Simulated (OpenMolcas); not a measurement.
# Multiconfigurational calculation on Ce2+

Ce2+ among 7 point charges of -0.5 e arranged as a pentagonal bipyramid (D5h), 3.06 Å from the ion, with the axial distance 3.244 Å.

Input:

```
&GATEWAY
Coord
1

Ce 0.0 0.0 0.0
Basis=ANO-RCC-VDZP
Group=NoSym
NoMove
AngMom=0.0 0.0 0.0
AMFI
XField
7 Angstrom 0
3.060000 0.000000 0.000000 -0.500000
0.945592 2.910233 0.000000 -0.500000
-2.475592 1.798623 0.000000 -0.500000
-2.475592 -1.798623 0.000000 -0.500000
0.945592 -2.910233 0.000000 -0.500000
0.000000 0.000000 3.243600 -0.500000
0.000000 0.000000 -3.243600 -0.500000
&SEWARD
&RASSCF
FileOrb=start.orb
Symmetry=1
Spin=3
nActEl=2 0 0
Inactive=27
Ras2=7
CIRoot=21 21 1
SDav=21
CIMx=300
Iter=120 100
PrWF=0.3
OrbListing=Nothing
MaxOrb=0
>>> COPY $Project.JobIph JOB001
&RASSCF
FileOrb=start.orb
Symmetry=1
Spin=1
nActEl=2 0 0
Inactive=27
Ras2=7
CIRoot=28 28 1
SDav=28
CIMx=300
Iter=120 100
PrWF=0.3
OrbListing=Nothing
MaxOrb=0
CIOnly
>>> COPY $Project.JobIph JOB002
&RASSI
NrOfJobIphs=2 21 27
1 2 3 4 5 6 7 8 9 10 11 12 13 14 15 16 17 18 19 20 21
1 2 3 4 5 6 7 8 9 10 11 12 13 14 15 16 17 18 19 20 21 22 23 24 25 26 27
IphNames
JOB001
JOB002
EJob
SpinOrbit
DIPRint=1.0
SOCoupling=1000.0
Subsets=2
Property=9
'ANGMOM' 1 'ANGMOM' 2 'ANGMOM' 3 'MLTPL  1' 1 'MLTPL  1' 2 'MLTPL  1' 3
'AMFI' 1 'AMFI' 2 'AMFI' 3
SOProperty=3
'ANGMOM' 1 'ANGMOM' 2 'ANGMOM' 3
```

Launched by
```bash
OMP_NUM_THREADS=1 MOLCAS_MEM=2252 MOLCAS_PROJECT=a pymolcas a.inp > a.log  # once for each step of the input, in one work folder
```

A driver script runs the steps one by one and writes start.orb anew before each from the orbitals found so far, so a CI-only block uses the converged orbitals of the first block.

Output, cut to the results:

```
--- SEWARD ---
Basis set label: CE.ANO-RCC...7S6P4D2F1G.

      Electronic valence basis set:
      ------------------
      Associated Effective Charge  58.000000 au
      Associated Actual Charge     58.000000 au
      Nuclear Model: Point charge

      Shell  nPrim  nBasis  Cartesian Spherical Contaminant
         s      25       7        X
         p      22       6        X
         d      15       4                 X
         f      11       2                 X
         g       4       1                 X
                  Relativistic Douglas-Kroll-Hess integrals:
                    - DKH order of Hamiltonian: 2
                    - DKH order of Properties : 0
                  Atomic mean-field integrals
--- RASSCF ---
Wave function specifications:
      -----------------------------

      Number of closed shell electrons          54
      Number of electrons in active shells       2
      Max number of holes in RAS1 space          0
      Max nr of electrons in RAS3 space          0
      Number of inactive orbitals               27
      Number of active orbitals                  7
      Number of secondary orbitals              34
      Spin quantum number                      1.0
      State symmetry                             1
Orbital specifications:
      -----------------------

      Symmetry species                           1
                                                 a
      Frozen orbitals                            0
      Inactive orbitals                         27
      Active orbitals                            7
      RAS1 orbitals                              0
      RAS2 orbitals                              7
      RAS3 orbitals                              0
      Secondary orbitals                        34
      Deleted orbitals                           0
      Number of basis functions                 68
      Number of CSFs                            21
      Number of root(s) required                21
      Iter CI   SX   CI       RASSCF       Energy    max ROT     max BLB   max BLB  Level Ln srch  Step   QN
          iter iter root      energy       change     param      element    value   shift minimum  type update
 Nr of preliminary CI iterations:   1
      Total energies have been shifted. Add                -8000.00 au
        1   1    7    0  -853.83691414    0.00E+00   6.21E-02   24  36 1  1.65E-01*  0.99   0.00    SX    NO
        2   1    6    0  -853.88238055   -4.55E-02* -6.87E-03   18  42 1  3.42E-02*  0.82   0.00    SX    NO
        3   1    6    0  -853.88351150   -1.13E-03* -1.92E-03   27  42 1  9.80E-03*  0.83   0.00    SX    NO
        4   1    6    0  -853.88361192   -1.00E-04* -1.70E-03   27  42 1  2.72E-03*  0.83   0.00    SX    NO
        5   1    5    0  -853.88362966   -1.77E-05* -1.54E-03   27  42 1  1.32E-03*  0.83   1.91    LS   YES
        6   1    5    0  -853.88363489   -5.23E-06*  1.81E-03   19  48 1  1.15E-03*  0.83   1.01    QN   YES
        7   1    5    0  -853.88363781   -2.92E-06*  4.95E-03   27  42 1 -3.96E-04*  0.83   2.07    QN   YES
        8   1    5    0  -853.88364208   -4.27E-06*  9.40E-03   23  52 1 -7.24E-04*  0.83   2.06    QN   YES
        9   1    5    0  -853.88364789   -5.81E-06*  1.48E-02   23  52 1 -1.44E-03*  0.83   2.09    QN   YES
       10   1    5    0  -853.88365522   -7.33E-06* -1.38E-02   23  52 1 -1.61E-03*  0.83   1.84    QN   YES
       11   1    5    0  -853.88366080   -5.57E-06* -7.58E-03   23  52 1 -9.84E-04*  0.83   1.56    LS   YES
       12   1    5    0  -853.88366162   -8.21E-07*  2.12E-03   23  52 1 -6.55E-04*  0.83   1.02    QN   YES
       13   1    5    0  -853.88366275   -1.14E-06*  1.48E-03   20  49 1 -1.80E-04*  0.83   1.70    LS   YES
       14   1    5    0  -853.88366299   -2.33E-07*  1.89E-04   23  52 1  1.52E-04*  0.83   1.00    QN   YES
       15   1    4    0  -853.88366304   -5.05E-08*  1.79E-04   19  48 1  7.20E-05   0.83   1.95    LS   YES
       16   1    4    0  -853.88366305   -1.56E-08*  1.16E-04   27  42 1 -4.84E-05   0.83   1.00    QN   YES
       17   1    4    0  -853.88366306   -4.35E-09   2.62E-05   27  42 1 -1.38E-05   0.83   1.40    QN   YES
      Convergence after 17 iterations
       18   1    4    0  -853.88366306   -5.46E-10   2.62E-05   27  39 1 -5.72E-06   0.83   1.40    QN   YES
      Natural orbitals and occupation numbers for root  1
      sym 1:   0.020724   0.606216   0.606216   0.000000   0.373060   0.373060   0.020724
...
--- RASSI ---
SPIN-FREE ENERGIES:
  (Shifted by EMIN (a.u.) =      -8853.9071069321)

 SF State       Relative EMIN(au)   Rel lowest level(eV)    D:o, cm**(-1)      L_eff

     1             0.0000000000        0.0000000000              0.0000         5.0
     2             0.0001396890        0.0038011309             30.6582         5.0
     3             0.0001396890        0.0038011309             30.6582         5.0
     4             0.0005096866        0.0138692789            111.8633         5.0
     5             0.0005096866        0.0138692789            111.8633         5.0
     6             0.0009795337        0.0266544695            214.9828         5.0
     7             0.0009795337        0.0266544695            214.9828         5.0
     8             0.0013346821        0.0363185496            292.9289         5.0
     9             0.0013751449        0.0374195999            301.8094         5.0
    10             0.0013751449        0.0374195999            301.8094         5.0
    11             0.0013910118        0.0378513588            305.2918         5.0
    12             0.0232373691        0.6323210259           5100.0130         3.0
    13             0.0232373691        0.6323210259           5100.0130         3.0
    14             0.0232834590        0.6335751952           5110.1286         3.0
    15             0.0235043393        0.6395856543           5158.6062         3.0
    16             0.0235043393        0.6395856543           5158.6062         3.0
    17             0.0237089801        0.6451542142           5203.5197         3.0
    18             0.0237089801        0.6451542142           5203.5197         3.0
    22             0.0257995035        0.7020402549           5662.3365         4.0
    23             0.0258908754        0.7045266118           5682.3903         4.0
    24             0.0258908754        0.7045266118           5682.3903         4.0
...
```

Spin-orbit levels above the lowest:

```csv
E (cm-1),Degeneracy,2S+1,J,|mJ| (%),g
0.0,1,3,4.00,0 (100),
38.0,2,3,4.00,1 (100),0.00 0.00 1.68
135.6,2,3,3.99,2 (100),0.00 0.00 3.31
246.6,2,3,3.99,3 (100),0.00 0.00 4.88
278.9,2,3,3.98,4 (100),0.00 0.00 6.41
1655,1,3,5.00,0 (100),
1678,2,3,5.00,1 (100),0.00 0.00 2.04
1740,2,3,4.99,2 (100),0.00 0.00 4.10
1823,2,3,4.99,3 (100),0.00 0.00 6.18
1898,2,3,4.99,4 (100),0.00 0.00 8.27
1918,1,3,4.98,5 (100),
1928,1,3,4.98,5 (100),
3390,1,3,6.00,0 (100),
3410,2,3,6.00,1 (100),0.00 0.00 2.28
3464,2,3,5.99,2 (100),0.00 0.00 4.57
3540,2,3,5.99,3 (100),0.00 0.00 6.90
3618,2,3,5.99,4 (100),0.00 0.00 9.26
3673,2,3,5.98,6 (100),0.00 0.00 13.96
3675,1,3,5.99,5 (100),
3677,1,3,5.99,5 (100),
```

This is an electrostatic model: the charges have no orbitals. An unlabelled pair can be two single states that coincide in this model. The first state left out of the spin-orbit step lies near 52000 cm-1 above the lowest spin-free state of the reference (among the parities and spins computed), and the lists stop at four fifths of that energy or lower. No measured value stands beside these numbers.

The RASSCF and RASSI steps took 9 s on 1 thread of Intel(R) Xeon(R) 6975P-C (Granite Rapids), on a shared host; the integral step is not counted.

With an even number of electrons the g values are those of a degenerate or nearly degenerate non-Kramers pair.
